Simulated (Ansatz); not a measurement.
Input file for Ansatz (a program for electronic structure): U-wB97X-V/cc-pV(T+d)Z on AlClFH (SMILES [F][AlH][Cl]), a point of a bond scan (R = 2.333 Å). Files ending in .json are basis or fitting sets from the Basis Set Exchange.

Ansatz 0.2 input:
```yaml
crystal:
  periodic: [false, false, false]
  atoms:
    - {symbol: Al, position_ang: [-0.56121200, 0.17720720, -0.47070291]}
    - {symbol: H, position_ang: [-2.35306777, -0.64352302, -1.71943092]}
    - {symbol: F, position_ang: [-0.21592676, 1.78615354, -0.49600494]}
    - {symbol: Cl, position_ang: [0.64675761, -1.05936054, 0.69919827]}
basis:
  gaussian:
    orbitals: cc-pV_T+d_Z.json
hamiltonian:
  xc: {name: wB97X-V}
magnetization: {spin_polarized: true, initial_magnetization: 0}
```

The log:

```
WARN ansatz: RAYON_NUM_THREADS=1 ignored (pool sized by the plan → 1); use --threads N
Functional definition: wB97X-V
integrals: 0.06 GiB planned
823 factors; their error is unknown
integrals: 0.09 GiB planned
153 factors; integrals over basis functions are off by at most 3.9e-5 eV
mean field: 0.71 GiB planned
mean field evaluation 1: about -21850.2605 eV, gradient 2.6e1 eV
mean field evaluation 2: about -21849.7728 eV, gradient 3.4e1 eV
mean field evaluation 4: about -21852.6781 eV, gradient 8.7e-1 eV
mean field evaluation 8: about -21852.7108 eV, gradient 1.1e-1 eV
mean field evaluation 16: about -21851.2999 eV, gradient 5.4e0 eV
mean field -21852.71083075 eV, -803.0723107306 hartree, gradient 5.6e-5 eV, S^2 0.000000; 1 other end points of the search recorded, 0 dependent functions left out
reference -21852.71082882 eV, -803.0723106599 hartree; 20, 20 occupied and 102, 102 virtual orbitals, 823 factors
Total energy: -21852.71082882 eV, -803.0723106599 hartree
```

The calculation finished and met its thresholds.

Cost: roughly 11 core-seconds.
